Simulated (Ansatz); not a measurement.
Cost and result for the atomization energy of CH6GeSSi, SMILES `S[SiH]1[CH2][GeH2]1` (10 atoms, 10 bonds).

Cartesian coordinates in Å:
```
S -1.395 -1.700 -1.369
Si 0.122 -0.280 -0.908
C -0.495 1.143 0.138
Ge 0.796 0.077 1.259
H -0.555 -2.744 -1.466
H 1.005 0.066 -2.048
H -0.180 2.148 -0.131
H -1.528 1.118 0.476
H 2.086 0.820 1.612
H 0.145 -0.648 2.436
```

Charge 0, multiplicity 1. Correlated methods include outer-core shells of Ge, which these sets cover unevenly. Scalar relativity is left out up to krypton. Geometry: relaxed with PBE0-D4/def2-TZVP. It is one conformer, not always the lowest. Program: Ansatz. All runs use 4 threads of an Intel Xeon Platinum 8488C on a shared host. Times are those of one run each, without the atoms' runs, and a repeat can differ threefold. Electronic energies, without spin–orbit coupling; frozen cores. CCSD(T)/CBS adds CCSD(T) − MP2 in def2-TZVPP to the MP2 limit, and its time is that of the two runs behind it. T1 = 0.012. With those shells the extrapolation isn't a true limit. B3LYP takes the VWN-RPA correlation (the form of Gaussian; ORCA's B3LYP/G).

CCSD(T)/CBS is a level of theory with its own doubt, some kJ/mol a heavy atom from the limit and from the frozen cores, so smaller differences don't rank the functionals.

```csv
level,functions,wall time
PBE-D4/def2-TZVPP (with forces),247,2.2 s
r2SCAN-D4/def2-TZVPP (with forces),247,3.4 s
PBE0-D4/def2-TZVPP,247,3.4 s
B3LYP-D4/def2-TZVPP (with forces),247,4.8 s
B2PLYP/def2-TZVPP,247,5.5 s
ωB97X-V/def2-TZVPP,247,7 s
ωB97M-V/def2-TZVPP (with forces),247,9.5 s
MP2/def2-QZVPP,466,19 s
CCSD(T)/def2-TZVPP,247,92 s
CCSD(T)/CBS(def2),–,110 s
```

(1) What atomization energy does each give, and how far from CCSD(T)/CBS? (Best estimate.)

Answers

(1) The calculation gave: 
```csv
level,atomization (kJ/mol),difference from CCSD(T)/CBS,per bond
PBE-D4/def2-TZVPP (with forces),3125.8,14.2,1.4
r2SCAN-D4/def2-TZVPP (with forces),3122.2,10.6,1.1
PBE0-D4/def2-TZVPP,3097.7,-13.9,-1.4
B3LYP-D4/def2-TZVPP (with forces),3078.5,-33.1,-3.3
B2PLYP/def2-TZVPP,3043.9,-67.7,-6.8
ωB97X-V/def2-TZVPP,3126.1,14.5,1.5
ωB97M-V/def2-TZVPP (with forces),3101.6,-10.0,-1.0
MP2/def2-QZVPP,3087.1,-24.5,-2.4
CCSD(T)/def2-TZVPP,3028.9,-82.7,-8.3
CCSD(T)/CBS(def2),3111.6,0.0,0.0
```

In def2-TZVPP, CCSD(T) changes the Hartree–Fock value by +801.8 kJ/mol (the triples alone add +49.4 kJ/mol) and MP2 by +812.0 kJ/mol; breaking electron pairs costs correlation energy, which Hartree–Fock lacks. The D4 term adds +41.4 kJ/mol with B3LYP and +21.7 kJ/mol with PBE0; it sums over pairs of atoms, weighted by their polarisabilities, and B3LYP, whose exchange is more repulsive, gets the larger term. From PBE to PBE0 (25 % exact exchange), in def2-TZVPP and without D4, the atomization energy moves by −24.4 kJ/mol: exact exchange takes away binding that semilocal exchange gives to molecules.
